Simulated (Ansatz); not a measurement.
Two isomers of CH7AlO2Si: A = `C[O][Al]([OH])[SiH3]`, B = `[CH3][AlH][O][SiH2]O`.

Program: Ansatz. Geometries: PBE0-D4/def2-TZVP. ΔE: electronic, gas phase. CCSD(T)/CBS is the MP2 limit (def2-TZVPP, def2-QZVPP) plus CCSD(T) − MP2 in def2-TZVPP, frozen cores. DFT in def2-TZVPP. B3LYP here is the variant with VWN-RPA as its local correlation; programs differ in this. One conformer a species, not always the lowest.

Which is lower in electronic energy at CCSD(T)/CBS, and by how much? (Estimate.)

Computed: B, by 42.2 kcal/mol.

Give E(B) − E(A) in kcal/mol with CCSD(T)/def2-SVP, MP2/def2-TZVPP, B3LYP-D4, r2SCAN-D4, HF/def2-TZVPP, ωB97M-V, CCSD(T)/def2-TZVPP. (Estimate.)

The calculation gave: CCSD(T)/def2-SVP -33.1, MP2/def2-TZVPP -44.6, B3LYP-D4 -40.2, r2SCAN-D4 -40.6, HF/def2-TZVPP -45.5, ωB97M-V -43.2, CCSD(T)/def2-TZVPP -41.1. None reverses the order clearly.

Does the order hold for the free energy at 298.15 K (harmonic terms from PBE0-D4)? (Best estimate.)

Ansatz gave: Yes: G(B) − G(A) = -44.7 kcal/mol, for one conformer each. Modes under 60 cm⁻¹, often nearly free rotors, make the harmonic entropy too high.

Largest T1 diagnostic: 0.013.

In def2-TZVPP, CCSD(T) changes the Hartree–Fock value by +4.4 kcal/mol (the triples alone add +0.7 kcal/mol) and MP2 by +0.9 kcal/mol. From PBE to PBE0 (25 % exact exchange), in def2-TZVPP and without D4, E(B) − E(A) moves by −2.8 kcal/mol.
